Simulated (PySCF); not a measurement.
B₂O₃, SMILES O=BOB=O. Atoms are numbered in the order given.

```xyz
5

O      0.0000     0.0000    -2.5158
B      0.0000     0.0000    -1.3102
O      0.0000     0.0000     0.0000
B      0.0000     0.0000     1.3102
O      0.0000     0.0000     2.5158
```
Charge 0, spin multiplicity 1.

Geometry optimised at PBE0-D3(BJ)/def2-SVP. The values are those of a single conformer.

All values below come from TDA-PBE/def2-SVPD in PySCF.

Vertical excitations; the highest root listed may be one member of a degenerate set. Gas-phase values at a fixed geometry. State labels are in the subgroup D2h.

**Question.** List the lowest excited states. (Estimate from the structure and the level; the computed values follow.)

**Answer.** 
```
state  symmetry  energy (eV)  λ (nm)      f                                   main pairs
-----  --------  -----------  ------  -----  -------------------------------------------
S1          B2u         6.71     185  0.027                 HOMO−1→LUMO (degenerate set)
S2          B3u         6.71     185  0.027                   HOMO→LUMO (degenerate set)
S3          B3g         7.41     167  0.000                 HOMO−2→LUMO (degenerate set)
S4          B2g         7.41     167  0.000                 HOMO−3→LUMO (degenerate set)
S5           Au         7.72     161  0.000         HOMO→LUMO+2 50 %, HOMO−1→LUMO+1 50 %
S6          B1u         7.84     158  0.000  HOMO−1→LUMO+2, HOMO→LUMO+1 (degenerate set)
S7           Au         7.84     158  0.000  HOMO−1→LUMO+1, HOMO→LUMO+2 (degenerate set)
S8          B1g         8.40     148  0.000       HOMO−3→LUMO+2 50 %, HOMO−2→LUMO+1 50 %
S9          B1u         8.43     147  0.001                             HOMO−4→LUMO 92 %
S10          Ag         8.49     146  0.000                             HOMO−5→LUMO 96 %
T1          B2u         6.49     191      0                 HOMO−1→LUMO (degenerate set)
T2          B3u         6.49     191      0                   HOMO→LUMO (degenerate set)
T3          B1u         6.97     178      0         HOMO−1→LUMO+2 47 %, HOMO→LUMO+1 47 %
T4          B3g         7.11     174      0                             HOMO−2→LUMO 98 %
```
Triplets are in the Tamm–Dancoff approximation.
